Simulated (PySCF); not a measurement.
## Stretching ZnH

Set-up: basis Zn cc-pVDZ-PP with ECP10, H cc-pVDZ; scalar-relativistic core potentials; PySCF 2.14. Energies in eV from Zn + H in their ground configurations at the same level. State: ²Σ⁺ (doublet), unpaired electrons σ ↑.

All columns are PBE0. A positive dipole means Zn(−)H(+).

```json
{"R (Å)": "1.380", "E (eV)": "-0.674", "μ (D)": "0.20", "Mulliken charge on Zn (basis-dependent)": "0.14", "HOMO (eV)": "-5.19", "LUMO (eV)": "-1.98", "Mayer bond order": "0.94", "⟨S²⟩": "0.75"}
{"R (Å)": "1.444", "E (eV)": "-0.855", "μ (D)": "0.06", "Mulliken charge on Zn (basis-dependent)": "0.14", "HOMO (eV)": "-5.27", "LUMO (eV)": "-2.08", "Mayer bond order": "0.92", "⟨S²⟩": "0.75"}
{"R (Å)": "1.509", "E (eV)": "-0.957", "μ (D)": "-0.09", "Mulliken charge on Zn (basis-dependent)": "0.14", "HOMO (eV)": "-5.34", "LUMO (eV)": "-2.18", "Mayer bond order": "0.90", "⟨S²⟩": "0.75"}
{"R (Å)": "1.557", "E (eV)": "-0.994", "μ (D)": "-0.20", "Mulliken charge on Zn (basis-dependent)": "0.14", "HOMO (eV)": "-5.40", "LUMO (eV)": "-2.26", "Mayer bond order": "0.89", "⟨S²⟩": "0.76"}
{"R (Å)": "1.605", "E (eV)": "-1.004", "μ (D)": "-0.30", "Mulliken charge on Zn (basis-dependent)": "0.13", "HOMO (eV)": "-5.46", "LUMO (eV)": "-2.32", "Mayer bond order": "0.87", "⟨S²⟩": "0.76"}
{"R (Å)": "1.653", "E (eV)": "-0.993", "μ (D)": "-0.41", "Mulliken charge on Zn (basis-dependent)": "0.13", "HOMO (eV)": "-5.52", "LUMO (eV)": "-2.39", "Mayer bond order": "0.85", "⟨S²⟩": "0.76"}
{"R (Å)": "1.717", "E (eV)": "-0.954", "μ (D)": "-0.53", "Mulliken charge on Zn (basis-dependent)": "0.13", "HOMO (eV)": "-5.60", "LUMO (eV)": "-2.47", "Mayer bond order": "0.83", "⟨S²⟩": "0.76"}
{"R (Å)": "1.798", "E (eV)": "-0.878", "μ (D)": "-0.68", "Mulliken charge on Zn (basis-dependent)": "0.13", "HOMO (eV)": "-5.70", "LUMO (eV)": "-2.56", "Mayer bond order": "0.79", "⟨S²⟩": "0.76"}
{"R (Å)": "1.894", "E (eV)": "-0.763", "μ (D)": "-0.82", "Mulliken charge on Zn (basis-dependent)": "0.12", "HOMO (eV)": "-5.82", "LUMO (eV)": "-2.65", "Mayer bond order": "0.73", "⟨S²⟩": "0.77"}
{"R (Å)": "2.022", "E (eV)": "-0.598", "μ (D)": "-0.93", "Mulliken charge on Zn (basis-dependent)": "0.11", "HOMO (eV)": "-5.99", "LUMO (eV)": "-2.74", "Mayer bond order": "0.64", "⟨S²⟩": "0.77"}
```

A fit through these points gives, at Re = 1.603 Å, μ = -0.30 D and dμ/dR = -2.16 D/Å; the reduced mass is 0.9922 u.

**Question.** How strong is the fundamental in the double-harmonic approximation, I = 42.26·(dμ/dR)²/μred km/mol?

**Answer.** I = 42.26·(-2.16)²/0.9922 = 199 km/mol at PBE0.

The state was picked by a PBE0 search and need not be the measured ground state.
